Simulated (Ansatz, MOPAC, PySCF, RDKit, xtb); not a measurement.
Pair of molecules: H2O (SMILES O) (first 3 atoms) with C4H6 (SMILES C=CC=C); geometry from B3LYP-D3(BJ)/def2-TZVP, rigid monomers moved along the line of their centres of mass till H2···C5 is 3.07 Å.
(charge 0, multiplicity 1):
```xyz
13

O      0.01109    -0.48708    -0.14963
H     -0.72462    -0.57597     0.46703
H      0.73592    -0.17960     0.40665
C     -1.69789    -0.58629     3.52522
C     -0.73601     0.32993     3.39511
C      0.68442     0.03285     3.46571
C      1.64690     0.93792     3.27577
H     -1.46222    -1.62846     3.70721
H     -2.74500    -0.32320     3.46145
H     -1.00429     1.36656     3.21201
H      0.95244    -0.99888     3.67501
H      2.69410     0.67368     3.33290
H      1.41146     1.97455     3.06424
```

```tsv
level	interaction energy (kcal/mol)	cost
MMFF94	-2.54	-
UFF	-1.01	-
GFN-FF	-1.61	-
AM1	-0.39	-
PM3	-0.94	-
PM7	-1.83	-
GFN2-xTB	-1.73	-
HF/STO-3G (no counterpoise)	-0.71	-
HF/3-21G (no counterpoise)	-3.29	-
B3LYP/6-311+G** (no counterpoise)	-2.04	-
B3LYP/def2-TZVPPD	-1.41	×1
B3LYP-D3(BJ)/def2-TZVPPD	-2.82	×1
MP2/6-31G* (no counterpoise)	-3.39	-
MP2/aug-cc-pVDZ	-2.49	×1
```

The rows run from -3.39 (MP2/6-31G* (no counterpoise)) to -0.39 kcal/mol (AM1). The dispersion term adds -1.41 in B3LYP-D3(BJ).

Counterpoise-corrected where a basis set is named; no monomer relaxation. Rows marked so take none. RDKit's UFF carries no charges.

Cores are frozen in the correlated methods. Rows in 3-21G, 6-311+G**, 6-31G*, STO-3G carry no dispersion term and start afresh at each structure (6-31G* with six Cartesian d functions). MP2/6-31G* freezes PySCF's default core. The state that AM1, PM3, PM7 reach isn't checked; PM7 holds dispersion and hydrogen-bond terms.

The values were computed with Ansatz (a first-principles code) with Gaussian orbitals; MOPAC for AM1, PM3, PM7 (differences of heats of formation); PySCF for 3-21G rows, 6-311+G** rows, 6-31G* rows, STO-3G rows, the dispersion terms; RDKit for the force fields; xtb for the GFN methods. 

Costs are rough ratios of core time to PBE/def2-TZVPPD (about 18 s over the structures, on one shared machine); a dash marks a level with no comparable run of its own.
